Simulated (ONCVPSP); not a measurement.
# Configuration tests for Au (Z = 79) (ONCV)

* Element: gold
* Generator: ONCVPSP 4.0.1
* Type: optimised norm-conserving Vanderbilt (ONCV)
* Functional: PBE
* Relativity: scalar-relativistic
* Frozen core: [Kr] 4d10 4f14
* Valence charge: 19
* Reference configuration: 5s2 5p6 5d10 6s1
* Partial waves: 5s+6s: rc 1.50 bohr, ncon 3, nbas 7, qcut 8.9 1/bohr, 2 projectors; 5p: rc 1.30 bohr, ncon 4, nbas 8, qcut 10.6 1/bohr, 2 projectors, debl 0.8 Ha; 5d: rc 2.20 bohr, ncon 3, nbas 8, qcut 7.2 1/bohr, 2 projectors, debl 1.7 Ha
* Local potential: polynomial inside 0.80 bohr (lpopt 5, dvloc0 4 Ha)
* Core correction: Teter function, fcfact 5.75, rcfact 1.4

In the p channel the program set the typed energies aside and used -2.197, 0.250 Ha.

Energies are relative to the spin-unpolarised reference configuration 5s2 5p6 5d10 6s1; without spin polarisation the order of configurations can differ from experiment.

Give the all-electron excitation energy and the error of the potential for: 5s2 5p6 5d10 6s0; 5s2 5p6 5d9 6s0; 5s2 5p6 5d8 6s0; 5s1 5p6 5d10 6s1.

```
valence configuration  charge  ΔE all-electron (eV)  error AE − PS (meV)
     5s2 5p6 5d10 6s0      +1                 9.409                 -4.2
      5s2 5p6 5d9 6s0      +2                30.617                 -7.3
      5s2 5p6 5d8 6s0      +3                64.495                 +1.0
     5s1 5p6 5d10 6s1      +1               115.232                 -449
```

Note: ghosts flagged at negative energy: s at -141.7 eV; GHOST(+) flagged for d at 178.9 eV, p at 269.3 eV. A true bound ghost makes a file unfit for plane-wave use.
